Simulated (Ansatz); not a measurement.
Ansatz (a first-principles code) input (PBE0/def2-TZVP):

Ansatz 0.2 input:
```yaml
crystal:
  periodic: [false, false, false]
  atoms:
    - {symbol: C, position_ang: [-0.76576458, -1.30630855, -0.32739277]}
    - {symbol: B, position_ang: [-0.00327048, -0.00557907, -0.00139825]}
    - {symbol: N, position_ang: [-0.63673156, 1.00667682, 0.77251040]}
    - {symbol: N, position_ang: [1.32614165, 0.16937952, -0.47776201]}
    - {symbol: H, position_ang: [-1.77995441, -1.49680381, 0.00755381]}
    - {symbol: H, position_ang: [-0.33598598, -2.11275336, -0.91219684]}
    - {symbol: H, position_ang: [-0.20628342, 1.87888941, 1.02538921]}
    - {symbol: H, position_ang: [-1.57310177, 0.90704679, 1.11981857]}
    - {symbol: H, position_ang: [1.79445526, -0.52944253, -1.02518174]}
    - {symbol: H, position_ang: [1.88593957, 0.98641574, -0.30727388]}
basis:
  gaussian:
    orbitals: def2-TZVP
hamiltonian:
  xc: {name: PBE0}
magnetization: {spin_polarized: true, initial_magnetization: 1}
```

End of the output:

```
integrals: 0.06 GiB planned
923 factors; their error is unknown
0.27 GiB of the device are held for the grids
0.68 GiB of device memory are held for the factors and their scratch space
mean field: 0.67 GiB planned
mean field evaluation 1: about -4776.5076 eV, gradient 5.5e1 eV
mean field evaluation 2: about -4769.2515 eV, gradient 6.6e1 eV
mean field evaluation 4: about -4788.2186 eV, gradient 3.0e0 eV
mean field evaluation 8: about -4788.2605 eV, gradient 1.4e-1 eV
mean field evaluation 16: about -4788.2612 eV, gradient 8.8e-5 eV
mean field -4788.26124089 eV, -175.9653550025 hartree, gradient 2.4e-5 eV, S^2 0.754666; 0 other end points of the search recorded, 0 dependent functions left out
reference -4788.26126967 eV, -175.9653560603 hartree; 16, 15 occupied and 144, 145 virtual orbitals, 923 factors
Total energy: -4788.26126967 eV, -175.9653560603 hartree
```

It need not be the lowest isomer of its formula.
